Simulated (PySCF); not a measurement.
Geometry:
```csv
atom,x (Å),y (Å),z (Å)
O1,2.103,0.335,1.771
S2,1.860,-0.329,0.533
O3,2.319,-1.671,0.341
O4,2.521,0.559,-0.653
C5,0.157,-0.189,0.133
C6,-0.620,-1.101,-0.468
C7,-1.958,-0.563,-0.580
C8,-1.986,0.668,-0.042
C9,-0.630,1.025,0.466
H10,2.997,-0.028,-1.242
H11,-0.311,-2.073,-0.805
H12,-2.780,-1.091,-1.027
H13,-2.831,1.327,0.029
H14,-0.227,1.917,-0.018
H15,-0.617,1.221,1.540
```

Geometry: GFN2-xTB; GIAO absolute shieldings from PySCF 2.14, gas phase, non-relativistic, averaged over equivalent atoms.

At PBE0/MINI (55 basis functions, of the order of 20 core-seconds):
```
  atoms  σ (ppm)
  O1/O3    145.9
     O4    202.5
     S2    616.6
     C8    103.4
     C5    103.7
     C7    108.8
     C6    109.4
     C9    177.9
    H13    23.30
    H11    23.38
    H12    23.39
H14/H15    27.24
    H10    27.86
```

Predict the values at PBE0/pcSseg-1 on the same geometry.

Answers


| atoms | σ at PBE0/pcSseg-1 | change |
| --- | --- | --- |
| O1/O3 | 107.2 | -38.7 |
| O4 | 116.3 | -86.2 |
| S2 | 202.3 | -414.3 |
| C8 | 36.8 | -66.6 |
| C5 | 33.5 | -70.2 |
| C7 | 48.1 | -60.7 |
| C6 | 42.0 | -67.4 |
| C9 | 141.3 | -36.6 |
| H13 | 24.59 | +1.29 |
| H11 | 24.43 | +1.05 |
| H12 | 24.88 | +1.49 |
| H14/H15 | 28.20 | +0.96 |
| H10 | 27.02 | -0.84 |

The largest change is at S2 (sulfonyl sulfur). Cost: 190 basis functions, roughly 80 core-seconds. The order of the carbon signals changes between the two levels.
